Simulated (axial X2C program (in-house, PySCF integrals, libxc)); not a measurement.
## Low determinants of ZnGa at the PBE0 level, 2c

Computed with an in-house relativistic program for diatomic molecules. Two-component (2c) means X2C with spin–orbit coupling and atomic mean-field two-electron Coulomb and Gaunt terms. Basis: Ga dyall-cv3z [9s9p7d4f1g], Zn dyall-cv3z [9s10p6d3f2g] (cores contracted in-house); Gaussian nuclei, density fitting, unrestricted open shells. Masses: Ga 68.926 u, Zn 63.929 u.

Search at 2.688 Å (vertical energies from the lowest determinant):

| ΔE (eV) | state | electrons beyond evenly filled partner blocks | electrons in ±ω = 1/2, 3/2, 5/2, 7/2 |
| --- | --- | --- | --- |
| 0.00 | Ω = 1/2 | ω = 1/2 | 41 16 4 0 |
| 0.07 | Ω = 3/2 | ω = 3/2 | 40 17 4 0 |
| 2.56 | Ω = 5/2 | 2 × ω = 1/2, ω = 3/2 | 40 17 4 0 |
| 2.94 | Ω = 3/2 | 3 × ω = 1/2 | 41 16 4 0 |
| 3.00 | Ω = 1/2 | 2 × ω = -1/2, ω = 3/2 | 40 17 4 0 |

Lowest determinant, Ω = 1/2 (⟨Sz⟩ = -0.50, ⟨Lz⟩ = 1.00 at PBE0): Re = 2.671 Å, ωe = 125.4 cm⁻¹.

The determinant in row 2 of the search, Ω = 3/2 (⟨Sz⟩ = 0.50, ⟨Lz⟩ = 1.00 at PBE0), was followed along the bond at PBE0; measured from the minimum of the lowest determinant it gives:

Te = 0.068 eV (552 cm⁻¹), Re = 2.670 Å, ωe = 126.8 cm⁻¹.

Q: Compare the bond of the determinant in row 2 with that of the lowest one.

A: At PBE0 its Re is 0.001 Å shorter and its force constant, which goes as ωe², is 1.02 times that of the lowest determinant. T0 ≈ Te + Δωe/2 = 552 + (1) = 553 cm⁻¹.

The search compares states at one distance, so a state with another bond length can lie lower; it is not exhaustive and yields mostly the lowest determinant of each block pattern, so other components and higher states of one pattern are missing. These are energies of single determinants, not of spin-adapted states; PBE0 term energies can be off by some tenths of an eV, and the functional has no current term. The lowest determinant need not be the ground state where others lie within half an eV.
